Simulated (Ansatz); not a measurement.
Cost and result for the atomization energy of C$_{2}$H$_{4}$BNO, SMILES `N=C1BCO1` (9 atoms, 9 bonds).

Z-matrix (Å, degrees):
```
C
O 1 1.463
B 1 1.567 2 89.6
H 1 1.095 2 111.0 3 119.6
H 1 1.095 2 111.0 3 -119.5
C 2 1.378 1 95.0 3 0.0
H 3 1.188 1 138.6 2 180.0
N 6 1.258 2 122.5 1 180.0
H 8 1.016 6 109.6 2 -180.0
```

The species carries charge 0 and has multiplicity 1. Geometry: relaxed with PBE0-D4/def2-TZVP. It is one conformer, not always the lowest. Program: Ansatz. All runs use 2 threads of an Arm Neoverse V2 on a shared host. Times are those of one run each, without the atoms' runs, and a repeat can differ threefold. Electronic energies, without spin–orbit coupling; frozen cores. CCSD(T)/CBS adds CCSD(T) − MP2 in def2-TZVPP to the MP2 limit, and its time is that of the two runs behind it. T1 = 0.015. B3LYP takes the VWN-RPA correlation (the form of Gaussian; ORCA's B3LYP/G). HSE06 is the plane-wave form, built on full-range PBE exchange.

CCSD(T)/CBS is a level of theory with its own doubt, some kJ/mol a heavy atom from the limit and from the frozen cores, so smaller differences don't rank the functionals.

```csv
level,functions,wall time
BHLYP-D4/def2-TZVPP,211,2.5 s
HSE06-D4/def2-TZVPP,211,2.6 s
B3LYP-D4/def2-TZVPP (with forces),211,3.9 s
CCSD(T)/def2-SVP,90,4 s
r2SCANh-D4/def2-TZVPP,211,4.2 s
r2SCAN-D4/def2-TZVPP (with forces),211,4.7 s
PBE-QIDH/def2-TZVPP,211,4.9 s
B2PLYP/def2-TZVPP,211,5 s
ωB97X-V/def2-TZVPP,211,7 s
ωB97M-V/def2-TZVPP (with forces),211,9.5 s
MP2/def2-QZVPP,405,19 s
CCSD(T)/def2-TZVPP,211,85 s
CCSD(T)/CBS(def2),–,100 s
```

Task: What atomization energy does each give, and how far from CCSD(T)/CBS? (Best estimate.)

Result: Computed: 
```tsv
level	atomization (kcal/mol)	difference from CCSD(T)/CBS	per bond
BHLYP-D4/def2-TZVPP	833.0	-31.1	-3.5
HSE06-D4/def2-TZVPP	880.5	16.4	1.8
B3LYP-D4/def2-TZVPP (with forces)	872.5	8.4	0.9
CCSD(T)/def2-SVP	818.0	-46.1	-5.1
r2SCANh-D4/def2-TZVPP	865.5	1.4	0.2
r2SCAN-D4/def2-TZVPP (with forces)	874.6	10.5	1.2
PBE-QIDH/def2-TZVPP	864.6	0.5	0.1
B2PLYP/def2-TZVPP	862.5	-1.6	-0.2
ωB97X-V/def2-TZVPP	873.1	9.0	1.0
ωB97M-V/def2-TZVPP (with forces)	874.7	10.6	1.2
MP2/def2-QZVPP	879.0	14.9	1.6
CCSD(T)/def2-TZVPP	838.9	-25.2	-2.8
CCSD(T)/CBS(def2)	864.1	0.0	0.0
```

At CCSD(T), def2-SVP lies −46.1 kcal/mol from the extrapolated value and def2-TZVPP −25.3 kcal/mol: correlation converges slowly with the basis, and small sets miss more of it in the bonded molecule than in its fragments. In def2-TZVPP, CCSD(T) changes the Hartree–Fock value by +245.1 kcal/mol (the triples alone add +18.5 kcal/mol) and MP2 by +270.3 kcal/mol; breaking electron pairs costs correlation energy, which Hartree–Fock lacks. From PBE to PBE0 (25 % exact exchange), in def2-TZVPP and without D4, the atomization energy moves by −27.9 kcal/mol: exact exchange takes away binding that semilocal exchange gives to molecules.
